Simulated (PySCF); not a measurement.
CH₇NOSi, SMILES C[SiH](N)O.

Geometry: PBE-D3(BJ)/def2-SVP. This is a generated structure with no PubChem entry under its InChIKey; it may be hypothetical. Other conformers were not sampled.

The numbers are results of ωB97X/def2-TZVP run with PySCF, not measurements.

Problem. Estimate the frontier levels, gap, dipole moment and polarisability. (The exact figures need the calculation; the answer reports its results.)

Solution. 
```json
{
  "highest_occupied_level": "-10.01 eV",
  "lowest_empty_level": "2.80 eV",
  "orbital_gap": "12.81 eV",
  "dipole_moment": "0.466 e·Å",
  "quadrupole, principal values (traceless, Buckingham form, about the centre of nuclear charge)": "-5.09, 1.23, 3.86 D·Å",
  "mean_static_polarisability": "48.5 bohr³ (7.19 Å³)",
  "polarisability_principal_values": "45.8, 48.8, 51.0 bohr³"
}
```
